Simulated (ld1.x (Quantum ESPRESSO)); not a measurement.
Transferability test, TM potential for magnesium

Mg, norm-conserving Troullier–Martins (Kleinman–Bylander form), made with ld1.x (Quantum ESPRESSO) 7.5 (PW91, scalar-relativistic). Core [Ne], reference 3s1 3p0 (charge +1). Waves: 3s (bound): rc 1.80 bohr; 3d channel at 0.1 Ry: rc 2.60 bohr; 3p (bound, empty): rc 3.25 bohr. Local part: the p channel. Core correction: a·sin(br)/r model core inside 1.85 bohr.

Energies are relative to the spin-unpolarised reference configuration 3s1 3p0; without spin polarisation the order of configurations can differ from experiment.

```
valence configuration  charge  ΔE all-electron (eV)  error AE − PS (meV)
              3s2 3p0       0                -7.993                 +4.9
            3s1.5 3p0    +0.5                -4.832                 +2.5
              3s0 3p1      +1                 4.353                  +11
```

Task: What are ΔE and the potential's error for 3s0 3p2?

Result: ΔE = -0.808 eV all-electron; the error (AE − PS) is +1.8 meV.

Task: What are ΔE and the potential's error for 3s1 3p1?

Result: ΔE = -4.499 eV all-electron; the error (AE − PS) is +1.6 meV.

Levels in the configuration 3s0 3p2:

| level | all-electron (eV) | pseudo (eV) |
| --- | --- | --- |
| 3p | -2.680 | -2.678 |
